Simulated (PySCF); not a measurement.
## `CP1CC[PH2+]CC1`, [C₅H₁₃P₂]+, charge +1

Geometry:
```json
{"atom": "C1", "x (Å)": "2.629", "y (Å)": "-0.422", "z (Å)": "-0.549"}
{"atom": "P2", "x (Å)": "0.867", "y (Å)": "-0.392", "z (Å)": "-1.065"}
{"atom": "C3", "x (Å)": "0.420", "y (Å)": "1.305", "z (Å)": "-0.388"}
{"atom": "C4", "x (Å)": "-1.092", "y (Å)": "1.540", "z (Å)": "-0.465"}
{"atom": "P5", "x (Å)": "-1.943", "y (Å)": "0.376", "z (Å)": "0.627"}
{"atom": "C6", "x (Å)": "-1.380", "y (Å)": "-1.321", "z (Å)": "0.356"}
{"atom": "C7", "x (Å)": "0.151", "y (Å)": "-1.366", "z (Å)": "0.377"}
{"atom": "H8", "x (Å)": "3.192", "y (Å)": "0.258", "z (Å)": "-1.185"}
{"atom": "H9", "x (Å)": "2.757", "y (Å)": "-0.136", "z (Å)": "0.494"}
{"atom": "H10", "x (Å)": "3.023", "y (Å)": "-1.426", "z (Å)": "-0.701"}
{"atom": "H11", "x (Å)": "0.925", "y (Å)": "2.048", "z (Å)": "-1.009"}
{"atom": "H12", "x (Å)": "0.787", "y (Å)": "1.423", "z (Å)": "0.636"}
{"atom": "H13", "x (Å)": "-1.358", "y (Å)": "2.560", "z (Å)": "-0.169"}
{"atom": "H14", "x (Å)": "-1.448", "y (Å)": "1.376", "z (Å)": "-1.489"}
{"atom": "H15", "x (Å)": "-1.673", "y (Å)": "0.725", "z (Å)": "1.932"}
{"atom": "H16", "x (Å)": "-3.308", "y (Å)": "0.475", "z (Å)": "0.489"}
{"atom": "H17", "x (Å)": "-1.755", "y (Å)": "-1.656", "z (Å)": "-0.619"}
{"atom": "H18", "x (Å)": "-1.816", "y (Å)": "-1.964", "z (Å)": "1.129"}
{"atom": "H19", "x (Å)": "0.542", "y (Å)": "-0.993", "z (Å)": "1.329"}
{"atom": "H20", "x (Å)": "0.475", "y (Å)": "-2.402", "z (Å)": "0.267"}
```

Total charge +1.

Computed, not measured: PySCF 2.14.0, GIAO BHandHLYP/pcSseg-1 magnetisability, rotational g tensor and spin-rotation constants, non-relativistic, gas phase. Geometry: GFN2-xTB.

For an ion the centre-of-mass motion in the field is neglected.

Question: Give the nuclear spin-rotation constants along the inertial axes (H = +C I·J) beside the isotropic shieldings.

Answer: Rotational constants 3.1101, 1.3206, 1.0420 GHz. A star marks the isotopologue with that one atom substituted, in its own axes.
| atom | isotope | Caa (kHz) | Cbb (kHz) | Ccc (kHz) | mean (kHz) | σ (ppm) |
| --- | --- | --- | --- | --- | --- | --- |
| P2 | 31P | 4.933 | 1.912 | 1.399 | 2.748 | 367.5 |
| P5 | 31P | 4.724 | 1.724 | 1.512 | 2.654 | 378.7 |
| H8 | 1H | -0.222 | -0.051 | -0.131 | -0.135 | 30.2 |
| H9 | 1H | -0.342 | -0.177 | -0.003 | -0.174 | 30.8 |
| H10 | 1H | -0.222 | -0.051 | -0.131 | -0.135 | 30.2 |
| H11 | 1H | -0.267 | -0.020 | -0.135 | -0.141 | 29.4 |
| H12 | 1H | -0.403 | -0.170 | 0.005 | -0.189 | 30.6 |
| H13 | 1H | -0.306 | -0.033 | -0.118 | -0.152 | 29.0 |
| H14 | 1H | -0.388 | -0.157 | 0.004 | -0.180 | 29.2 |
| H15 | 1H | -0.378 | -0.171 | 0.038 | -0.170 | 26.7 |
| H16 | 1H | 0.041 | -0.164 | -0.103 | -0.075 | 26.4 |
| H17 | 1H | -0.388 | -0.157 | 0.004 | -0.180 | 29.2 |
| H18 | 1H | -0.306 | -0.033 | -0.118 | -0.152 | 29.0 |
| H19 | 1H | -0.403 | -0.170 | 0.005 | -0.189 | 30.6 |
| H20 | 1H | -0.267 | -0.020 | -0.134 | -0.141 | 29.3 |
| C1 | 13C* | 0.418 | 0.183 | 0.132 | 0.244 | 171.5 |
| C3 | 13C* | 0.526 | 0.210 | 0.141 | 0.292 | 157.4 |
| C4 | 13C* | 0.402 | 0.190 | 0.133 | 0.242 | 170.4 |

For the geometry as given, no vibrational averaging.

Question: How do the rotational constants and the g tensor change when H8, H9, H10, H11, H12, H13, H14, H15, H16, H17, H18, H19, H20 are replaced by deuterium?

Answer: Constants 2.4419, 1.1241, 0.8845 GHz; g 0.0058, 0.0068, 0.0053, against 0.0075, 0.0079, 0.0063 before.
